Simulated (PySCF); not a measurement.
Compound: C6H11BO2.
InChI=1S/C6H11BO2/c1-5(2)6-3-8-7-9-4-6/h6-7H,1,3-4H2,2H3

The closed-shell ground state was solved at several levels (PySCF, density fitting, gas phase, non-relativistic). The structure is a single PBE0-D3(BJ)/def2-SVP conformer in the gas phase; no vibrational or solvent corrections.

| level | basis functions | HOMO (eV) | LUMO (eV) | gap (eV) | dipole (D) |
| --- | --- | --- | --- | --- | --- |
| wB97X-D/pcSseg-1 | 208 | -9.38 | 1.81 | 11.19 | 3.14 |
| CAM-B3LYP/def2-SVPD | 274 | -8.87 | 0.93 | 9.80 | 3.05 |

(1) What might PBE0/pcSseg-1 (208 basis functions) give for the same quantities?

(2) Over all these levels, which gives the widest orbital gap and which the narrowest?

(3) How far do the dipole and the HOMO energy spread over the levels?

## Answers

(1) HOMO -7.53 eV, LUMO 0.00 eV, gap 7.53 eV, dipole 3.11 D.

(2) wB97X-D/pcSseg-1 (range-separated hybrid) has the widest, 11.19 eV, and PBE0/pcSseg-1 (global hybrid, 25 % exact exchange) the narrowest, 7.53 eV. The two share the basis. From the narrowest to the widest the HOMO moves by -1.85 eV and the LUMO by +1.81 eV.

(3) The dipole runs from 3.05 to 3.14 D (mean 3.10 D) and the HOMO from -9.38 to -7.53 eV.
